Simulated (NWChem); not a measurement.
# C2H7FOSi; SMILES C[C@@H](O)[SiH2]F

```xyz
12

C     -0.8073     1.9469    -0.1260
C      0.1444     0.7862    -0.3787
O      1.4311     1.0139     0.1738
Si    -0.5307    -0.8760     0.2282
F      0.4311    -2.0868    -0.2763
H     -1.0456     2.0520     0.9468
H     -1.7586     1.8203    -0.6662
H     -0.3443     2.8895    -0.4575
H      0.3085     0.6949    -1.4671
H      1.3348     1.1062     1.1289
H     -1.9063    -1.1554    -0.2782
H     -0.5099    -0.8726     1.7229
```
Atoms are numbered in this order, from 1.

Results from NWChem. Pople sets run with spherical d functions. Geometry: optimised at PBE0/def2-SVP. Not confirmed as a minimum by frequencies. Ions are spin-unrestricted doublets at the neutral geometry; other ion states weren't tried. Functional: LC-ωPBE (HJS hole) with 6-31G*; rows give the range parameter ω in 1/bohr.

### Question
At which range parameter does −ε(HOMO) equal the ΔSCF ionisation energy (optimal tuning)?

### Answer
about 0.37 per bohr, by linear interpolation in these runs:
| range parameter (1/bohr) | vertical ionisation energy, ΔSCF (eV) | −ε(HOMO) (eV) | ΔSCF minus −ε(HOMO) (eV) |
|---|---|---|---|
| 0.25 | 9.51 | 8.87 | 0.64 |
| 0.35 | 9.76 | 9.69 | 0.07 |
| 0.40 | 9.87 | 10.02 | -0.15 |
| 0.50 | 10.07 | 10.55 | -0.48 |
| 0.80 | 10.41 | 11.44 | -1.03 |
